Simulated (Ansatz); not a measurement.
## Ansatz (development build ahead of 0.2.0) run

```yaml
crystal:
  periodic: [false, false, false]
  atoms:
    - { symbol: Mn, position_ang: [0.0, 0.0, 0.0] }
    - { symbol: H, position_ang: [0.0, 0.0, 3.128] }
basis:
  gaussian: { orbitals: pcseg-2 }
total_charge: 1
magnetization:
  spin_polarized: true
  initial_magnetization: 5
hamiltonian:
  xc: pbe0
```

The input is written out in the form of the current development build from the run's settings.

Results

* Converged: yes
* Total energy: -1151.03096 hartree
* Spin squared of the determinant: 9.672
* Stability test: minimum

Caution: charge can spread falsely over distant fragments; other spin multiplicities were not run; the unrestricted determinant is a mixture of spin states.
